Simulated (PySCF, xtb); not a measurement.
Zn(SH)(SMe) (CH4S2Zn), SMILES C[S][Zn][SH]. One conformer was computed; it need not be the lowest.

Harmonic wavenumbers (cm⁻¹) from GFN2-xTB in xtb 6.7.1 at its own minimum, in rising order: 50, 55, 67, 133, 160, 244, 303, 547, 713, 939, 950, 1319, 1432, 1451, 2510, 2982, 3023, 3045.

**Question.** What does PySCF with PBE-D3(BJ)/def2-SVP give at its own minimum? (The exact figures need the calculation; the answer reports its results.)

**Answer.** 65, 82, 104, 124, 171, 319, 448, 608, 686, 918, 935, 1284, 1405, 1406, 2604, 2980, 3084, 3086. Paired by order, the mean absolute difference is 42 cm⁻¹ and the zero-point energies are 28.5 and 29.0 kcal/mol.
